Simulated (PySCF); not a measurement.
SMILES C(C)CCO[SiH3] at its GFN2-xTB optimised geometry (Å):

```
18

C      3.0066    -0.5005    -1.2717
C      1.4839    -0.5343    -1.2852
C      0.9180    -1.1338     0.0000
C     -0.6078    -1.1338     0.0000
O     -1.0824     0.1804     0.0000
Si    -2.5976     0.7347    -0.0907
H      3.3870    -0.0719    -2.1958
H      3.3680     0.1006    -0.4404
H      3.4102    -1.5057    -1.1676
H      1.1395    -1.1241    -2.1383
H      1.0934     0.4781    -1.3993
H      1.2676    -2.1613     0.1202
H      1.2639    -0.5507     0.8556
H     -0.9830    -1.6622    -0.8860
H     -0.9841    -1.6572     0.8886
H     -3.2567     0.2898    -1.3239
H     -2.3239     2.1613    -0.0603
H     -3.4102     0.2688     1.0386
```

Method: PBE/def2-SVP (PySCF). Cells within 0.4 Å of a nucleus heavier than hydrogen are left out (blank, or x).

Map of the HOMO amplitude (bohr^(-3/2)) on the plane z = 0.0 Å; orbital energy -6.36 eV, overall sign arbitrary:

```
|444444444444444444444444444|
|444444444444444444444444444|
|444444444444444444444444444|
|444444444444444444444444444|
|444444444444444444444444444|
|444444444444444444444444444|
|444444455444444444444444444|
|444444555544444444444444444|
|444444556544444444444444444|
|444444455544444444444444444|
|444332345443344444444444444|
|443321xx5530234444444444444|
|4432102x67xx034444444444444|
|4433212469xx134444444444444|
|444332346785454323444444444|
|44443344554xx76x02345544444|
|44444444442xx89xx2445554444|
|444444444322467754445554444|
|444444444333456775555554444|
|444444444444455665544444444|
|444444444444445555544444444|
|444444444444444444444444444|
|444444444444444444444444444|
|444444444444444444444444444|
|444444444444444444444444444|
|444444444444444444444444444|
|444444444444444444444444444|
```
Scale: ten equal steps from -0.025 (start of '0') to 0.029 (end of '9'), in the order '0123456789'; x runs from -5.50 to 5.50, y from -5.50 (bottom) to 5.50 (top).
